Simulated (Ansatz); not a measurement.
ClH3NOSi can be A, `N[Si](O)Cl`•, or B, `[NH][SiH](O)Cl`•.

Gas-phase electronic energies from Ansatz, PBE0-D4/def2-TZVP geometries. CBS: MP2 limit from def2 TZ/QZ plus the TZ coupled-cluster correction, frozen cores. DFT in def2-TZVPP. Open shells (•) are unrestricted, without spin–orbit coupling. Each species was taken in one conformer, which may not be the lowest.

A:

```xyz
7

N    -0.081   -1.173   -0.296
Si    0.214    0.503   -0.330
O    -0.884    1.145    0.712
Cl    2.180    0.771    0.277
H     0.603   -1.820   -0.652
H    -1.023   -1.520   -0.376
H    -1.009    2.094    0.664
```

B:

Z-matrix (Å, degrees):
```
Si
O 1 1.624
Cl 1 2.056 2 112.0
N 1 1.738 2 110.0 3 -114.5
H 1 1.475 2 106.1 3 118.9
H 2 0.960 1 118.0 3 70.7
H 4 1.022 1 114.8 2 -162.9
```

Question: Which isomer does CCSD(T)/CBS put lower? Give the gap. (Estimate.)

Answer: The calculation gave: A, by 88.5 kJ/mol.

Question: Give E(B) − E(A) in kJ/mol with B2PLYP, PBE-D4, CCSD(T)/def2-SVP, r2SCAN-D4, PBE0-D4, HF/def2-TZVPP, LDA (SPW92). (An estimate is asked.)

Answer: The calculation gave: B2PLYP 87.7, PBE-D4 102.8, CCSD(T)/def2-SVP 77.8, r2SCAN-D4 89.6, PBE0-D4 94.0, HF/def2-TZVPP 37.2, LDA (SPW92) 127.1. None reverses the order clearly.

Question: Does the order hold for the free energy at 298.15 K (harmonic terms from PBE0-D4)? (Best estimate.)

Answer: The calculation gave: Yes: G(B) − G(A) = +77.7 kJ/mol, for one conformer each.

Largest T1 diagnostic: 0.013.

From r2SCAN to r2SCAN0 (25 % exact exchange), in def2-TZVPP and without D4, E(B) − E(A) moves by −4.7 kJ/mol. At CCSD(T), def2-SVP lies −10.6 kJ/mol from the extrapolated value and def2-TZVPP −6.2 kJ/mol.
